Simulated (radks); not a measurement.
Problem. These are the eigenvalues of the occupied orbitals of an atom or ion with whole-number occupations (eV). Method: Dirac Kohn-Sham, PBE, spin-unpolarised, spherical densities, point nucleus; computed with a radial shooting solver on a logarithmic mesh with Libxc functionals.

| orbital | eigenvalue |
|---|---|
| 1s1/2 | -64415.09 |
| 2s1/2 | -12000.63 |
| 2p1/2 | -11510.41 |
| 2p3/2 | -10392.74 |
| 3s1/2 | -3661.623 |
| 3p1/2 | -3447.687 |
| 3p3/2 | -3204.576 |
| 3d3/2 | -2846.184 |
| 3d5/2 | -2792.868 |
| 4s1/2 | -1579.071 |
| 4p1/2 | -1488.824 |
| 4p3/2 | -1417.096 |
| 4d3/2 | -1269.958 |
| 4d5/2 | -1254.749 |

Which element is it, and in what charge state? The configuration may be excited. Open shells, if any, are shared by 2j + 1.

Solution. Z = 71, lutetium, charge +32: Lu32+ in [Kr] 4d3. The list shows which subshells hold electrons but not how many an open one holds; the 1s level, -2367.2 hartree, gives Z - s = 68.8 by -(Z - s)^2/2, which with screening and relativity narrows Z to a few neighbours, and the depths of the outer levels then fix element, charge and occupations together.
